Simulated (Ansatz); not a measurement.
`FC[Si]1(F)CC1` + H₂S → `F[Si]1(S)CC1` + `CF` at 600 K and 1 bar (ligand exchange at the Si–C bond).

Calculated with Ansatz (gas phase, PBE0-D4/def2-TZVP geometries, no zero-point term in ΔE). CBS: MP2 limit from def2 TZ/QZ plus the TZ coupled-cluster correction, frozen cores. This one scheme is used for every species. Each species was taken in one conformer, which may not be the lowest.

```json
{"species": "`FC[Si]1(F)CC1`", "CCSD(T)/CBS energy (Eh)": "-606.45073", "H − E (kJ/mol)": "294.5", "S (J/(mol·K))": "457.7"}
{"species": "H₂S", "CCSD(T)/CBS energy (Eh)": "-398.97279", "H − E (kJ/mol)": "60.8", "S (J/(mol·K))": "230.9"}
{"species": "`F[Si]1(S)CC1`", "CCSD(T)/CBS energy (Eh)": "-865.81962", "H − E (kJ/mol)": "234.7", "S (J/(mol·K))": "429.3"}
{"species": "`CF`", "CCSD(T)/CBS energy (Eh)": "-139.63461", "H − E (kJ/mol)": "127.6", "S (J/(mol·K))": "254.6"}
```

H − E and S are ideal-gas, rigid-rotor, harmonic terms from PBE0-D4/def2-TZVP, for one conformer and one mirror image of each species. 1 Eh = 2625.50 kJ/mol, R = 8.31446 J/(mol·K).

**Question.** By hand: ΔE, ΔH, ΔS and ΔG.

**Answer.** ΔE = (-865.81962) + (-139.63461) − (-606.45073) − (-398.97279) = -0.03071 Eh = -80.6 kJ/mol. Δ(H − E) = 234.7 + 127.6 − 294.5 − 60.8 = 7.0, so ΔH = -73.6 kJ/mol. ΔS = 429.3 + 254.6 − 457.7 − 230.9 = -4.7 J/(mol·K). ΔG = -73.6 − 600 × (-4.7)/1000 = -70.8 kJ/mol.

**Question.** By hand: the equilibrium constant, and the temperature at which ΔG would vanish if ΔH and ΔS stayed fixed.

**Answer.** log₁₀ K = −ΔG/(RT ln 10) = 6.2. ΔG = 0 at ΔH/ΔS = 15660 K, far beyond where these terms or the molecules hold.

The number of gas molecules stays the same, so ΔS is small and ΔH decides. A doubt of 5 kJ/mol in ΔE shifts log₁₀ K by 0.4 here. Other conformers and mirror images would add mixing entropy, several J/(mol·K) or more a flexible species. These are equilibria of isolated gas molecules and say nothing of rates. Largest T1 diagnostic: 0.011 (customary marks: 0.02 for closed shells, 0.045 for open ones).
